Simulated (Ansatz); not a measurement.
`CCC(CC(CC(CC(C)OC)OC)OC)OC` with charge +1. The state is a doublet with charge 1. Geometry PBE-D4/def2-SVP, that of the neutral singlet; atoms count from 1.

```tsv
atom	x (Å)	y (Å)	z (Å)
C1	0.5468	-1.0010	-4.5863
C2	1.6226	-0.6075	-3.5754
C3	1.1367	-0.5979	-2.1202
C4	2.2499	-0.1929	-1.1476
C5	1.8649	-0.2360	0.3383
C6	0.8096	0.8037	0.7362
C7	-0.1260	0.3270	1.8450
C8	-1.1810	1.3734	2.2397
C9	-2.0890	1.8373	1.0983
C10	-3.2105	2.7495	1.6002
O11	-2.5945	0.6611	0.4591
C12	-3.1827	0.8810	-0.8004
O13	0.6775	-0.0381	2.9665
C14	0.0613	-0.9289	3.8632
O15	3.0327	-0.0091	1.1290
C16	3.6026	-1.1758	1.6641
O17	0.6574	-1.9016	-1.7612
C18	-0.7270	-1.9828	-1.5037
H19	0.9439	-1.0055	-5.6211
H20	0.1621	-2.0174	-4.3688
H21	-0.3138	-0.2994	-4.5621
H22	2.4795	-1.3128	-3.6433
H23	2.0294	0.3995	-3.8131
H24	0.2942	0.1321	-2.0394
H25	3.1088	-0.8826	-1.2954
H26	2.6126	0.8266	-1.4005
H27	1.4616	-1.2540	0.5463
H28	1.3443	1.7230	1.0570
H29	0.1887	1.0736	-0.1416
H30	-0.6657	-0.5799	1.4763
H31	-1.8231	0.9545	3.0440
H32	-0.6625	2.2567	2.6691
H33	-1.4767	2.4074	0.3534
H34	-3.8588	2.2028	2.3151
H35	-3.8446	3.1247	0.7726
H36	-2.7872	3.6326	2.1193
H37	-3.4286	-0.1100	-1.2304
H38	-4.1237	1.4779	-0.7476
H39	-2.4858	1.4044	-1.5017
H40	0.8127	-1.1984	4.6318
H41	-0.8225	-0.4903	4.3872
H42	-0.2793	-1.8657	3.3563
H43	4.5048	-0.8747	2.2341
H44	3.9199	-1.9082	0.8794
H45	2.9036	-1.6970	2.3626
H46	-1.0555	-1.2995	-0.6847
H47	-0.9434	-3.0251	-1.1941
H48	-1.3462	-1.7565	-2.4056
```

Single mean-field runs in def2-TZVP are fitted with def2-universal-jkfit.

Estimate the Mulliken populations of the heavy atoms from the PBE0/def2-TZVP orbitals of Ansatz.


```tsv
atom	charge (e)	spin (α − β)
C1	-0.41	0.01
C2	-0.15	0.04
C3	-0.02	0.01
C4	-0.17	0.06
C5	0.13	0.01
C6	-0.30	0.03
C7	0.06	0.01
C8	-0.18	0.05
C9	0.00	0.00
C10	-0.38	0.02
O11	-0.27	0.04
C12	-0.25	0.00
O13	-0.20	0.16
C14	-0.25	0.00
O15	-0.13	0.31
C16	-0.26	-0.02
O17	-0.23	0.15
C18	-0.26	-0.01
```
Mulliken values and Mayer orders depend strongly on the basis.

Where does the spin sit?

Summed by element: C 0.21, O 0.65, H 0.14, of 1 unpaired in all. Largest on single atoms: O15 0.31, O13 0.16, O17 0.15.

And the Mayer bond orders between bonded heavy atoms (over 0.3)?

C1–C2 0.99 (1.53 Å); C2–C3 0.99 (1.53 Å); C3–C4 0.98 (1.53 Å); C3–O17 0.92 (1.43 Å); C4–C5 0.94 (1.54 Å); C5–C6 0.92 (1.53 Å); C5–O15 0.94 (1.43 Å); C6–C7 0.99 (1.53 Å); C7–C8 0.96 (1.54 Å); C7–O13 0.97 (1.43 Å); C8–C9 0.99 (1.53 Å); C9–C10 0.99 (1.53 Å); C9–O11 0.97 (1.43 Å); O11–C12 0.96 (1.41 Å); O13–C14 0.96 (1.41 Å); O15–C16 0.95 (1.40 Å); O17–C18 0.95 (1.41 Å).
